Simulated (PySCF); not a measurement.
**La (lanthanum, neutral) across methods**

[Xe] 5d3, high-spin 4F determinant (an excited configuration). Computed with PySCF 2.14 in def2-QZVPPD with the def2 core potential (46 electrons) (7s5p4d3f2g, 81 functions), with a scalar-relativistic core potential.

```tsv
method	E (hartree)	mean ε 5p α (eV)	mean ε 5p β (eV)	mean ε 5d α (eV)	Σ⟨r²⟩ (bohr²)	⟨S²⟩
wB97M-V	-31.3351	-24.390	-23.234	-4.163	70.78	3.753
r2SCAN0	-31.4213	-22.389	-21.011	-2.613	69.55	3.755
PBE	-31.4478	-20.274	-19.380	-1.903	71.64	3.752
LDA	-31.3444	-20.320	-19.460	-1.957	72.20	3.751
HSE06	-31.4297	-21.655	-20.443	-2.188	70.66	3.753
UHF	-31.03921	-26.785	-24.456	-4.176	70.32	3.760
r2SCAN	-31.4475	-20.852	-19.723	-1.953	70.28	3.754
BLYP	-31.3982	-20.203	-19.403	-1.720	72.65	3.751
PBE0	-31.4298	-22.028	-20.805	-2.540	70.35	3.753
```

Energies and moments cover only the electrons outside the core potential. Spin-orbit coupling, absent here, splits the open shell strongly.
